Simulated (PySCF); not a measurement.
C₂H₉NOSi₂, SMILES [SiH3]/N=C\CO[SiH3].

Geometry optimised at r2SCAN-D4/def2-SVP. The structure was generated by enumeration; whether it is a known compound was not checked. Other conformers were not sampled.

Two levels are set side by side: PBE/def2-TZVP (PySCF) and PBE0/def2-TZVP (PySCF). Same geometry, gas phase. Differences are taken from unrounded values.

| quantity | PBE0 | PBE | PBE minus PBE0 |
|---|---|---|---|
| orbital gap (eV) | 5.89 | 3.47 | -2.42 |
| highest occupied level (eV) | -7.01 | -5.65 | 1.35 |
| lowest empty level (eV) | -1.12 | -2.18 | -1.07 |
| dipole moment (D) | 1.25 | 1.16 | -0.09 |
| mean polarisability (bohr³) | 88.2 | 92.0 | 3.9 |

Without exact exchange PBE keeps part of each electron's self-repulsion, which lifts occupied levels and narrows the gap. Loosely held outer electrons make PBE densities more polarisable. Differences between two approximate levels are no errors against the true value.

Rough cost on one machine, each run with all the roots and properties that it gave: PBE0 against PBE within a factor of 2.
